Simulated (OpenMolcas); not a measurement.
**What dynamic correlation does to the levels of Ge IV**

| Item | Value |
| --- | --- |
| Program | OpenMolcas 26.06 |
| Basis | ANO-RCC-VDZP [5s4p2d] |
| Scalar Hamiltonian | DKH2, point nucleus |
| Active space | 1 electron in 4 orbitals (4s 4p) |
| State averaging | 2S+1 = 2 even, 1 root; 2S+1 = 2 odd, 3 roots |
| Spin-orbit coupling | state interaction with AMFI integrals over the reference wave functions, term energies averaged over their components |

Methods on the same reference wave functions:
A. CASSCF
B. SS-CASPT2, IPEA 0.25 Eh, imaginary shift 0.1 Eh (closed shells correlated: 3d)

Energies in cm-1 above 4s 2S 1/2, the measured ground level; measured values from Sugar and Musgrove, J. Phys. Chem. Ref. Data 22, 1213 (1993).

```
     Level      A      B  Measured
 4s 2S 1/2    0.0    0.0       0.0
4p 2P* 1/2  80062  80289     81311
4p 2P* 3/2  82878  83104     84102
```

Deviations, from unrounded energies. A percentage is the sum of absolute deviations over the sum of measured energies, with the sign that they share, or ± where signs differ.

| Against measurement | Levels | A | B |
| --- | --- | --- | --- |
| mean absolute deviation (cm-1) | 2 | 1200 | 1000 |
| other configurations (%) | 2 | -1.5 | -1.2 |

B lies closest to measurement on these levels. The largest miss of B in the table is 4p 2P* 1/2, by -1000 cm-1. The ranking rests on the paired levels alone, and a cruder setting can come out closer through cancelling errors.

The lowest spin-free term lies below A's lowest term by 0.152 hartree in B.

The basis is small and was not contracted for so high a charge. With one active electron the reference holds no correlation, so core polarisation is missing (holds for A). With one active electron, CASPT2 adds the correlation within the correlated inactive shells and between them and that electron, and leaves the splitting within a term as the reference gives it (holds for B). Measured partners are found by configuration, term and J. A level has none where our copy of the source lacks it or the pairing is in doubt (some pairs that miss far off the trend of their configuration count as doubtful), and it then counts in no deviation. Levels of configurations outside the active space are missing.

* marks odd parity.
